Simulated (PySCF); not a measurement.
**Lu (lutetium, neutral) across methods**

[Xe] 4f14 6s2 6p1, 2P determinant (an excited configuration). Calculation: PySCF 2.14, in ANO-RCC-VTZP (8s7p5d3f2g1h, 104 functions); scalar relativity by spin-free X2C-1e.

| method | E (hartree) | mean ε 6s α (eV) | mean ε 6s β (eV) | mean ε 6p α (eV) | Σ⟨r²⟩ (bohr²) | ⟨S²⟩ |
| --- | --- | --- | --- | --- | --- | --- |
| PW91 | -14564.55 | -6.095 | -5.783 | -2.516 | 85.11 | 0.806 |
| PBE | -14563.01 | -6.052 | -5.744 | -2.501 | 85.32 | 0.801 |
| B3LYP | -14563.28 | -6.629 | -6.289 | -2.794 | 85.43 | 0.793 |
| LDA | -14553.33 | -6.240 | -5.929 | -2.414 | 84.73 | 0.769 |
| PBE0 | -14562.74 | -6.801 | -6.364 | -3.097 | 85.62 | 0.822 |
| r2SCAN | -14563.06 | -6.062 | -5.865 | -2.672 | 85.37 | 0.923 |

**Question.** Estimate the same row for UHF.

**Answer.** E (hartree) = -14557.81271; mean ε 6s α (eV) = -8.411; mean ε 6s β (eV) = -7.417; mean ε 6p α (eV) = -4.529; Σ⟨r²⟩ (bohr²) = 88.32; ⟨S²⟩ = 0.959.

Spin-orbit coupling, absent here, splits the open shell strongly.
